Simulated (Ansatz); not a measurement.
Consider the redistribution: `PO[AsH2]` + `[SiH3][SiH3]` → `[SiH3][AsH2]` + `[SiH3]OP`.

Isolated molecules relaxed with PBE0-D4/def2-TZVP in Ansatz; ΔE leaves out vibrations. CBS: MP2 limit from def2 TZ/QZ plus the TZ coupled-cluster correction, frozen cores. DFT in def2-TZVPP. B3LYP here is the variant with VWN-RPA as its local correlation; programs differ in this. For As outer-core shells are correlated without core-valence functions, which leaves a few kJ/mol of doubt a bond. Scalar relativity is left out up to krypton. Each species was taken in one conformer, which may not be the lowest.

Question: Is it downhill or uphill in electronic energy at CCSD(T)/CBS, and by how much? (An estimate is asked.)

Answer: Computed: Downhill: ΔE = -36.2 kcal/mol.

Question: What do these levels give: BLYP-D4, r2SCAN-D4, B3LYP-D4, BHLYP, LC-ωPBE, HF/def2-SVP? (Best estimate.)

Answer: Computed: BLYP-D4 -32.2, r2SCAN-D4 -34.9, B3LYP-D4 -34.4, BHLYP -37.0, LC-ωPBE -34.2, HF/def2-SVP -37.7 kcal/mol.

Largest T1 diagnostic among the species: 0.013.

Leaving LDA and LC-ωPBE aside and taking each functional with its dispersion term where it has one, the values, not all of them listed here, spread over 6.4 kcal/mol, from BHLYP-D4 to revPBE-D4. LDA lies −1.7 kcal/mol from PBE without D4. From r2SCAN to r2SCAN0 (25 % exact exchange), in def2-TZVPP and without D4, ΔE moves by −1.8 kcal/mol.
